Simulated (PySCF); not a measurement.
Two species compared at the same levels of theory.

First species: BCl2(SiH3).
SMILES: `[SiH3]B(Cl)Cl`

Second species: Si(OAc)H3, C2H6O2Si.
SMILES: `[H][Si]([H])([H])OC(C)=O`

Levels: wB97X-D/def2-SVPD for HOMO energy, LUMO energy, HOMO–LUMO gap and static isotropic polarisability; TDDFT wB97X-D/def2-SVPD for lowest singlet excitation; TDA wB97X-D/def2-SVPD for lowest triplet excitation (Tamm–Dancoff). Geometries: PBE0-D3(BJ)/def2-SVP. All species are isolated and taken at one optimised geometry, non-relativistic unless stated. Electronic properties by PySCF.

Values for the first species:

```
HOMO energy                              : -10.34 eV
LUMO energy                              : -0.48 eV
HOMO–LUMO gap                            : 9.86 eV
Lowest singlet excitation                : 4.80 eV
Lowest triplet excitation (Tamm–Dancoff) : 4.08 eV
Static isotropic polarisability          : 70.8 au
```

(1) Estimate the same properties for the second species, and the change in each.

Results:

(1) 
| property | first | second | second less first |
| --- | --- | --- | --- |
| HOMO energy | -10.34 eV | -10.27 eV | +0.07 eV |
| LUMO energy | -0.48 eV | 1.74 eV | +2.22 eV |
| HOMO–LUMO gap | 9.86 eV | 12.01 eV | +2.15 eV |
| lowest singlet excitation | 4.80 eV | 5.91 eV | +1.11 eV |
| lowest triplet excitation (Tamm–Dancoff) | 4.08 eV | 5.44 eV | +1.36 eV |
| static isotropic polarisability | 70.8 au | 57.7 au | -13.1 au |

On the first: The principal polarisabilities are 56.2, 77.6 and 78.6 au; their mean is the isotropic value. No computed singlet falls in the visible range (750 to 380 nm, 1.65 to 3.26 eV); S1 lies 1.54 eV above its blue end.

On the second: In wavenumbers S1 is 47700 cm⁻¹ (1 eV = 8065.54 cm⁻¹). The vertical singlet–triplet gap S1 − T1 is 0.47 eV (TDDFT singlet less Tamm–Dancoff triplet; S1: HOMO→LUMO, weight 0.96; T1: HOMO→LUMO, weight 0.95).
